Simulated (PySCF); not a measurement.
# Correlation energy of In⁺ (indium, charge +1)

[Kr] 4d10 5s2, closed-shell 1S. Computed with PySCF 2.14 in dyall-av2z (22s16p12d, 130 functions), with no relativity, point nucleus. Frozen: [Kr] 4d10; 2 electrons correlated; the 62 highest virtual orbitals of each spin left out.

With two correlated electrons CCSD is exact within the correlated space (frozen core and kept virtual orbitals).

```tsv
level	correlation energy (mhartree)
CCSD	-33.69
```

Diagnostics: T1 = 0.0067, D1 = 0.0095, largest double amplitude 0.107.

A non-relativistic calculation at this Z misses sizeable relativistic shifts.

Cost of the coupled-cluster step: roughly 0.9 core-seconds, for 2 correlated electrons.

Iterations:

```
CC2 = 0
CCSD nocc = 1, nmo = 45
frozen orbitals [0, 1, 2, 3, 4, 5, 6, 7, 8, 9, 10, 11, 12, 13, 14, 15, 16, 17, 18, 19, 20, 21, 22, 68, 69, 70, 71, 72, 73, 74, 75, 76, 77, 78, 79, 80, 81, 82, 83, 84, 85, 86, 87, 88, 89, 90, 91, 92, 93, 94, 95, 96, 97, 98, 99, 100, 101, 102, 103, 104, 105, 106, 107, 108, 109, 110, 111, 112, 113, 114, 115, 116, 117, 118, 119, 120, 121, 122, 123, 124, 125, 126, 127, 128, 129]
max_cycle = 100
direct = 0
conv_tol = 1e-08
conv_tol_normt = 1e-06
diis_space = 8
diis_start_cycle = 0
Init t2, MP2 energy = -5739.99322693895  E_corr(MP2) -0.0226083456812362
Init E_corr(CCSD) = -0.0226083456905486
cycle = 1  E_corr(CCSD) = -0.0292926467481078  dE = -0.00668430106  norm(t1,t2) = 0.0481266
cycle = 2  E_corr(CCSD) = -0.0317836994685616  dE = -0.00249105272  norm(t1,t2) = 0.0210573
cycle = 3  E_corr(CCSD) = -0.0337130911134677  dE = -0.00192939164  norm(t1,t2) = 0.00974471
cycle = 4  E_corr(CCSD) = -0.033694077592907  dE = 1.90135206e-05  norm(t1,t2) = 0.00043021
cycle = 5  E_corr(CCSD) = -0.0336971315936412  dE = -3.05400073e-06  norm(t1,t2) = 4.86122e-05
cycle = 6  E_corr(CCSD) = -0.0336941728727855  dE = 2.95872086e-06  norm(t1,t2) = 1.1958e-05
cycle = 7  E_corr(CCSD) = -0.033694762748577  dE = -5.89875792e-07  norm(t1,t2) = 2.71829e-06
cycle = 8  E_corr(CCSD) = -0.0336946984381662  dE = 6.43104108e-08  norm(t1,t2) = 3.65646e-07
cycle = 9  E_corr(CCSD) = -0.0336946944302126  dE = 4.00795367e-09  norm(t1,t2) = 4.24049e-08
CCSD converged
E(CCSD) = -5740.004313287701  E_corr = -0.03369469443021256
```
